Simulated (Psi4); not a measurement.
Psi4 input (wB97X-D/6-311+G**):

```
memory 1500 MB

molecule {
-1 2
Al   -0.08487950   -0.01304734    0.03990889
H     1.05809656   -0.36792410    1.15641379
H     0.01896754    1.55260936   -0.42576253
H     0.02636943   -1.01506980   -1.24946679
symmetry c1
no_reorient
no_com
}

set {
  basis 6-311+G**
  reference uks
  scf_type pk
  dft_radial_points 99
  dft_spherical_points 590
  e_convergence 1e-8
  d_convergence 1e-7
  maxiter 150
}

e = energy('wb97x-d')
print_out(f'\nFINAL {e:.10f} DIPOLE {variable("CURRENT DIPOLE")[0]:.6f} {variable("CURRENT DIPOLE")[1]:.6f} {variable("CURRENT DIPOLE")[2]:.6f}\n')
```

Predict the final energy.

-244.20609 Eh.
